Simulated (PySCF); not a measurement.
**Correlation energy of V (vanadium, neutral)**

[Ar] 3d3 4s2, high-spin 4F determinant. Computed with PySCF 2.14 in x2c-QZVPPall, with scalar relativity by spin-free X2C-1e. Frozen: [Ne]; 13 electrons correlated.

| level | correlation energy (mhartree) |
| --- | --- |
| CCSD | -390.23 |
| (T) | -12.67 |
| CCSD(T) | -402.90 |

Diagnostics: T1 = 0.022, D1 = 0.0863, largest double amplitude 0.066.

Cost of the coupled-cluster step: roughly 40 core-seconds, for 13 correlated electrons.

Iterations:

```
CC2 = 0
CCSD nocc = (np.int64(8), np.int64(5)), nmo = (91, 91)
frozen orbitals [[0, 1, 2, 3, 4], [0, 1, 2, 3, 4]]
max_cycle = 100
direct = 0
conv_tol = 1e-08
conv_tol_normt = 1e-06
diis_space = 8
diis_start_cycle = 0
Init t2, MP2 energy = -0.366108025115372
Init E_corr(UCCSD) = -0.366108025125771
cycle = 1  E_corr(UCCSD) = -0.37989761233939  dE = -0.0137895872  norm(t1,t2) = 0.0826658
cycle = 2  E_corr(UCCSD) = -0.387370591279148  dE = -0.00747297894  norm(t1,t2) = 0.0298512
cycle = 3  E_corr(UCCSD) = -0.389890292773177  dE = -0.00251970149  norm(t1,t2) = 0.0159106
cycle = 4  E_corr(UCCSD) = -0.390333761049353  dE = -0.000443468276  norm(t1,t2) = 0.00298964
cycle = 5  E_corr(UCCSD) = -0.390180427217023  dE = 0.000153333832  norm(t1,t2) = 0.00149453
cycle = 6  E_corr(UCCSD) = -0.390200815004046  dE = -2.0387787e-05  norm(t1,t2) = 0.000647989
cycle = 7  E_corr(UCCSD) = -0.390236563834012  dE = -3.574883e-05  norm(t1,t2) = 0.000363001
cycle = 8  E_corr(UCCSD) = -0.390226054837268  dE = 1.05089967e-05  norm(t1,t2) = 0.000125512
cycle = 9  E_corr(UCCSD) = -0.390226835848228  dE = -7.8101096e-07  norm(t1,t2) = 2.89697e-05
cycle = 10  E_corr(UCCSD) = -0.390226838590001  dE = -2.74177303e-09  norm(t1,t2) = 9.69191e-06
cycle = 11  E_corr(UCCSD) = -0.39022700596511  dE = -1.67375109e-07  norm(t1,t2) = 3.96419e-06
cycle = 12  E_corr(UCCSD) = -0.39022692334183  dE = 8.26232804e-08  norm(t1,t2) = 1.66444e-06
cycle = 13  E_corr(UCCSD) = -0.390226967991254  dE = -4.46494243e-08  norm(t1,t2) = 6.72228e-07
cycle = 14  E_corr(UCCSD) = -0.390226977059134  dE = -9.06788045e-09  norm(t1,t2) = 3.10925e-07
UCCSD converged
E(UCCSD) = -948.5491766611634  E_corr = -0.3902269770591343
UCCSD(T) correction = -0.0126748660404635
```

This basis was not built for core-valence correlation, so the inner-shell part is incomplete.
